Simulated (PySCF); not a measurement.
## C₆ coefficients of unlike pairs at PBE0

Calculated with PySCF 2.14 from the dipole response of each species, C₆(A,B) = (3/π) ∫ α_A(iu) α_B(iu) du, in atomic units, from isotropic polarisabilities. For ions this is the dispersion term alone; charge-induced terms of lower order in 1/R come first.

| species | configuration | basis | relativity | α (bohr³) | C₆ (like pair) |
| --- | --- | --- | --- | --- | --- |
| S²⁺ | [Ne] 3s2 3p2 (3P) | aug-cc-pV(5+d)Z (8s7p6d4f3g2h) | none | 7.330 | 26.56 |
| S³⁺ | [Ne] 3s2 3p1 (2P) | aug-cc-pV(D+d)Z (5s4p3d) | none | 5.356 | 14.13 |
| Sb²⁺ | [Kr] 4d10 5s2 5p1 (2P) | aug-cc-pwCVDZ-PP with ECP28MDF (6s5p4d1f) | core potential | 15.71 | 95.18 |
| N³⁺ | [He] 2s2 (1S) | dyall-acv3z (15s9p4d2f) | spin-free X2C | 2.119 | 2.102 |

(1) Estimate C₆ for N³⁺ with S³⁺.

No spin-orbit coupling is included.

The other pairs:

```json
{"pair": "Sb²⁺, S²⁺", "C₆": "49.96"}
{"pair": "S³⁺, S²⁺", "C₆": "19.37"}
{"pair": "N³⁺, S²⁺", "C₆": "7.467"}
{"pair": "N³⁺, Sb²⁺", "C₆": "14.09"}
{"pair": "Sb²⁺, S³⁺", "C₆": "36.45"}
```

Results:

(1) The integral gives 5.447. The combination rule 2 C_A C_B / (C_A α_B/α_A + C_B α_A/α_B) gives 5.448 and the geometric mean 5.450.
